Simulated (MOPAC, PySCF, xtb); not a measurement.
Complex: C2H4 (SMILES C=C) (first 6 atoms) with CH5N (SMILES CN); geometry from B3LYP-D3(BJ)/def2-TZVP.
(charge 0, multiplicity 1):
| atom | x (Å) | y (Å) | z (Å) |
|---|---|---|---|
| C | -0.6430 | 0.2606 | 0.0678 |
| C | 0.5421 | -0.1998 | 0.4439 |
| H | -0.9135 | 0.3668 | -0.9764 |
| H | -1.3948 | 0.5514 | 0.7920 |
| H | 0.8122 | -0.3058 | 1.4893 |
| H | 1.2868 | -0.4881 | -0.2898 |
| C | -0.6216 | 0.3236 | 3.9534 |
| N | 0.7320 | -0.2317 | 3.9688 |
| H | -1.2864 | -0.3698 | 3.4362 |
| H | -0.6193 | 1.2551 | 3.3855 |
| H | -1.0500 | 0.5302 | 4.9430 |
| H | 0.7569 | -1.1073 | 4.4773 |
| H | 1.3752 | 0.3990 | 4.4317 |

Counterpoise-corrected where a basis set is named; no monomer relaxation. Rows marked so take none.

Rows in 3-21G carry no dispersion term and start afresh at each structure. The state that PM6 reach isn't checked.

Codes used: MOPAC for PM6 (differences of heats of formation); PySCF for 3-21G rows; xtb for the GFN methods. 

**Question.** One of these levels gives -38.7 meV for the interaction energy. Which?
A. PM6
B. HF/3-21G (no counterpoise)
C. GFN2-xTB

**Answer.** A, PM6. The others give -74.7 (GFN2-xTB), -130.0 (HF/3-21G (no counterpoise))
